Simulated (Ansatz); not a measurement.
Task: Name a neutral molecule of C, F, In, O, Si and H with size of the dipole moment (PBE/def2-TZVPP) between 2.45 and 2.75 D and size of the dipole moment (B3LYP/def2-TZVPP) between 2.60 and 2.90 D (Ansatz, PBE0-D4/def2-TZVP geometry).

Result: `[CH3][In]([F])[O][Si](O)(O)O` (2.67 D, 2.79 D). Other molecules can fit too; these were computed, each in one conformer that needn't be the lowest.

B3LYP here is the variant with VWN-RPA as its local correlation; programs differ in this.
